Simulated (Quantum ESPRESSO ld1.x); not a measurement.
Results of a calculation; reference values are marked as such.
All-electron atom: Ca III in [He] 2s2 2p5.5 3s2 3p6 4f0.5 (fractional occupations, a model configuration). Code: ld1.x of Quantum ESPRESSO 7.5. Model: non-relativistic Kohn-Sham, PW91, spin-unpolarised, spherical densities, point nucleus.

Radial electron density D(r) = 4 pi r^2 rho(r):

r (bohr),D(r) (e/bohr)
0.003865,0.8584
0.005114,1.429
0.006821,2.375
0.009098,3.857
0.01213,6.077
0.01618,9.198
0.02141,13.08
0.02856,17.53
0.03809,21.45
0.05081,23.39
0.06722,22.38
0.08966,19.11
0.1196,16.70
0.1595,18.25
0.2127,22.38
0.2815,23.01
0.3754,16.69
0.5007,8.627
0.6678,6.244
0.8836,7.923
1.179,7.273
1.572,3.726
2.096,1.010
2.796,0.1536
3.7,0.05628
4.935,0.08566
6.582,0.09118
8.778,0.04126
11.61,0.008179
15.49,0.0003328

D(r) has 4 maxima, at r = 0.0533, 0.254, 0.980, 5.93 bohr, and minima at 0.125, 0.637, 3.61 bohr, inside which lie 2.17, 9.82, 17.54 electrons.
